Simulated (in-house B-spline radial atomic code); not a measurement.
**Binding energies in Lu IV (Lu3+)**

NIST's tabulated ground configuration is [Xe] 4f14; each binding energy is the energy of the ion with one electron taken from that subshell, relaxed, less that of the parent. Method: Dirac-Hartree-Fock, average of configuration, Fermi nucleus of rms radius 5.37 fm. Calculated with a B-spline radial code for spherical atoms. Energies include first-order Breit, QED and recoil terms.

```
subshell  X-ray name  binding energy (eV)  -ε (eV)  relaxation (eV)
      1s           K              63346.1  63735.7             85.4
   2p1/2          L2              10386.1  10477.4             55.2
   2p3/2          L3               9281.2   9357.4             52.5
      3s          M1               2534.8   2571.1             29.0
   3p1/2          M2               2303.4   2340.1             29.9
   3p3/2          M3               2064.5   2097.1             28.5
   3d3/2          M4               1676.9   1710.5             30.9
   3d5/2          M5               1625.9   1658.0             30.4
      4s          N1                  549    562.2             11.6
   4p1/2          N2                454.3    467.0             11.3
   4p3/2          N3                400.3    411.3             10.2
   4d3/2          N4                244.5    254.4              9.6
   4d5/2          N5                234.6    244.0              9.2
      5s          O1                98.03    99.65             1.38
   5p1/2          O2                68.84    70.15             1.15
   5p3/2          O3                61.71    62.70             0.92
   4f5/2          N6                42.73    49.68             7.06
   4f7/2          N7                41.29    47.93             6.82
```

Relaxation = -ε minus the binding energy without Breit, QED and recoil terms.

Emission lines follow as differences of binding energies, with λ = 12398.42 eV·Å / E:

| line | holes | energy (eV) | wavelength (Å) |
| --- | --- | --- | --- |
| K-L3 | 1s → 2p3/2 | 54064.9 | 0.22932 |
| K-L2 | 1s → 2p1/2 | 52960.0 | 0.23411 |
| K-M3 | 1s → 3p3/2 | 61281.6 | 0.20232 |
| L3-M5 | 2p3/2 → 3d5/2 | 7655.3 | 1.6196 |
| L2-M4 | 2p1/2 → 3d3/2 | 8709.2 | 1.4236 |
| L3-M1 | 2p3/2 → 3s | 6746.4 | 1.8378 |
| L2-N4 | 2p1/2 → 4d3/2 | 10141.6 | 1.2225 |
| M5-N7 | 3d5/2 → 4f7/2 | 1584.6 | 7.8243 |
| M4-N6 | 3d3/2 → 4f5/2 | 1634.2 | 7.587 |

Q: What screening constant σ does Moseley's law, E = (3/4)·13.6057 eV·(Z - σ)², need for K-L3?

A: σ = -1.79.

Moseley's non-relativistic formula needs a falling, then negative, screening constant for heavy elements, because relativity binds the 1s electron more strongly than the formula allows.

Q: What does it cost to remove both a 2p1/2 and a 3p3/2 electron?

A: 12533 eV, which is 82.6 eV more than the two single binding energies together.

Q: What does it cost to remove both a 3s and a 4f7/2 electron?

A: 2601.8 eV, which is 25.77 eV more than the two single binding energies together.

Q: What does it cost to remove both a 3s and a 4p3/2 electron?

A: 2964.3 eV, which is 29.19 eV more than the two single binding energies together.
